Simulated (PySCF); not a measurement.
Circular dichroism: `C[C@H](S)[C@@H]1C[C@@H]1C#N`, C6H9NS

Geometry (Å), atoms numbered from 1 in this order:
```xyz
17

C    -1.875   -1.030    0.604
C    -0.885    0.113    0.442
S    -1.782    1.571   -0.263
C     0.252   -0.275   -0.467
C     1.458   -0.950    0.100
C     1.569    0.470   -0.402
C     1.711    1.520    0.541
N     1.801    2.373    1.300
H    -2.286   -1.312   -0.363
H    -2.693   -0.730    1.253
H    -1.377   -1.893    1.040
H    -0.507    0.431    1.417
H    -0.862    2.471    0.072
H    -0.074   -0.571   -1.458
H     1.946   -1.724   -0.473
H     1.496   -1.101    1.169
H     2.101    0.649   -1.329
```

Computed, not measured: PySCF 2.14.0, TDDFT PBE0/def2-SVPD circular dichroism and optical rotation, one conformer, gas phase. Geometry: GFN2-xTB.

The molecule is flexible and this is one conformer; a measurement averages over conformers. States above about 7.0 eV (minus the energy of the highest occupied orbital) lie near or above the ionisation threshold and depend on the basis.

Question: What are the CIP labels of the stereocentres?

Answer: C2 S, C4 R, C6 S.

Question: Which excitations and rotatory strengths does the calculation give?

Answer: Rotatory strengths R in 10⁻⁴⁰ esu² cm², velocity form and length form (origin at the centre of mass); f in length form.
```csv
state,E (eV),λ (nm),f,R (velocity),R (length),main
1,5.59,222,0.0008,+7.3,+8.0,"HOMO→LUMO 0.66, HOMO→LUMO+2 0.12"
2,6.32,196,0.032,-16.4,-16.3,"HOMO→LUMO+2 0.44, HOMO→LUMO+3 0.30"
3,6.38,194,0.002,-1.1,-1.1,"HOMO→LUMO+1 0.38, HOMO→LUMO 0.30"
4,6.55,189,0.019,+10.3,+10.2,"HOMO→LUMO+3 0.62, HOMO→LUMO+1 0.27"
5,6.99,177,0.003,+1.5,+1.5,HOMO→LUMO+4 0.84
6,7.10,175,0.016,+6.6,+6.1,HOMO→LUMO+5 0.94
7,7.16,173,0.001,+3.1,+3.0,"HOMO−1→LUMO 0.56, HOMO−1→LUMO+2 0.15"
8,7.32,169,0.006,-7.7,-7.2,HOMO→LUMO+6 0.80
9,7.59,163,0.026,-16.7,-16.8,"HOMO−2→LUMO 0.40, HOMO−1→LUMO+1 0.36"
10,7.70,161,0.043,-5.1,-6.5,HOMO→LUMO+7 0.83
11,7.75,160,0.056,+29.6,+29.9,"HOMO−2→LUMO+1 0.37, HOMO−1→LUMO 0.15"
12,7.89,157,0.014,-1.2,-1.1,HOMO→LUMO+8 0.80
```

Among the states computed, the strongest CD band (largest |R|) is state 11. The largest dissymmetry factor in size, g = 4R/(D+G), with D and G the electric and magnetic dipole strengths, is +0.084 for state 1 (velocity form, f = 0.0007), among bands with |R| over 0.5. The mirror image has the same energies and oscillator strengths and all R with the opposite sign.
